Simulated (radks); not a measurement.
Results of a calculation; reference values are marked as such.
Task: Neutral nitrogen, [He] 2s2 2p3. Level of theory: non-relativistic Kohn-Sham, PBE, spin-polarised, spherical densities, point nucleus (a radial shooting solver on a logarithmic mesh with Libxc functionals). Every spin shell is full or empty, so the densities are truly spherical. Functionals are evaluated on that one density, not self-consistently. Rank these orbital-free kinetic functionals by their error against the exact value of the orbitals, and give that value: Thomas-Fermi, TF + vW, TF + vW/9, LC94, APBEK, revAPBEK, Pearson, LKT, PG1, DePristo-Kress, Ernzerhof.

Result: Exact: 54.3823 hartree. From best to worst, with 100 (|E| - |E exact|)/|E exact| (equal figures are ties): LC94 +0.11, TF + vW/9 -0.18, APBEK +0.19, DePristo-Kress -0.74, revAPBEK +0.83, Ernzerhof +1.26, Pearson -3.19, Thomas-Fermi -9.18, PG1 +37.99, LKT +44.93, TF + vW +71.81.
